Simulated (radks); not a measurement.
Isoelectronic series with 28 electrons, all held in the configuration [Ar] 3d8 4s2, which need not be the ground one along the series. All-electron calculation, scalar-relativistic Kohn-Sham, r2SCAN, spin-polarised, spherical densities, finite nucleus; open shells are filled with parallel spins first (spin-orbit coupling, left out, can overturn this in heavy ions); meta-GGA in the generalised Kohn-Sham scheme; Fermi nuclear charge, rms radius of each element as measured or else 0.836 A^(1/3) + 0.57 fm. Program: a radial shooting solver on a logarithmic mesh with Libxc functionals. Total energies (hartree) and orbital eigenvalues (Ry):

\begin{tabular}{lrrr}
ion & E (hartree) & 4s down & 4s up \\ \hline
Ni & -1520.80069 & -0.41911 & -0.44358 \\
Ga3+ & -1940.52158 & -3.10544 & -3.14522 \\
Se6+ & -2416.63999 & -7.19139 & -7.24358 \\
Rb9+ & -2949.44476 & -12.54262 & -12.60660 \\
Zr12+ & -3539.49068 & -19.12455 & -19.20009 \\
Tc15+ & -4187.47578 & -26.92911 & -27.01615 \\
Pd18+ & -4894.21706 & -35.95975 & -36.05832 \\
In21+ & -5660.64032 & -46.22652 & -46.33674 \\
Te24+ & -6487.77558 & -57.74414 & -57.86618 \\
\end{tabular}
